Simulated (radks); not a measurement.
The numbers below are computed, except where a source is named.
Species: the neodymium ion Nd3+. Configuration: [Xe] 4f2 5f1 (not the ground configuration). Code: a radial shooting solver on a logarithmic mesh with Libxc functionals. Model: Dirac Kohn-Sham, BLYP, spin-unpolarised, spherical densities, point nucleus; open shells fill j = l - 1/2 first. Some entries of the table are withheld. Estimate them.

orbital,occ.,eigenvalue (Ry),<r^2> (bohr^2),<1/r> (bohr^-1)
1s1/2,2,-3190.685,0.0007597,66.07
2s1/2,2,-518.5655,0.01197,15.64
2p1/2,2,-490.7556,0.008751,(1)
2p3/2,4,-452.5229,0.01000,(2)
3s1/2,2,-115.1506,0.08098,5.663
3p1/2,2,(3),0.07600,(4)
3p3/2,4,(5),0.08337,(6)
3d3/2,4,-74.97590,0.06764,5.050
3d5/2,6,-73.32796,0.06971,4.950
4s1/2,2,-25.47856,(7),2.364
4p1/2,2,-20.98799,0.4378,(8)
4p3/2,4,-19.30892,0.4772,(9)
4d3/2,4,-11.91417,(10),1.917
4d5/2,6,-11.61356,(11),1.885
5s1/2,2,-5.54524,2.197,0.9545
5p1/2,2,-4.24149,2.668,0.8594
5p3/2,4,-3.96597,2.915,0.8149
4f5/2,2,-3.11464,1.014,1.413
4f7/2,0,-3.07690,1.031,1.402
5d3/2,0,-2.16582,5.026,0.6141
5d5/2,0,-2.13351,5.159,0.6052
6s1/2,0,-1.81434,10.90,0.4126
5f5/2,1,-0.86710,19.29,0.3050
5f7/2,0,-0.86535,19.40,0.3043

Answer. 
(1) 2p1/2 <1/r> (bohr^-1): 15.62
(2) 2p3/2 <1/r> (bohr^-1): 14.03
(3) 3p1/2 eigenvalue (Ry): -103.2799
(4) 3p1/2 <1/r> (bohr^-1): 5.577
(5) 3p3/2 eigenvalue (Ry): -95.65202
(6) 3p3/2 <1/r> (bohr^-1): 5.180
(7) 4s1/2 <r^2> (bohr^2): 0.4129
(8) 4p1/2 <1/r> (bohr^-1): 2.261
(9) 4p3/2 <1/r> (bohr^-1): 2.129
(10) 4d3/2 <r^2> (bohr^2): 0.5555
(11) 4d5/2 <r^2> (bohr^2): 0.5708
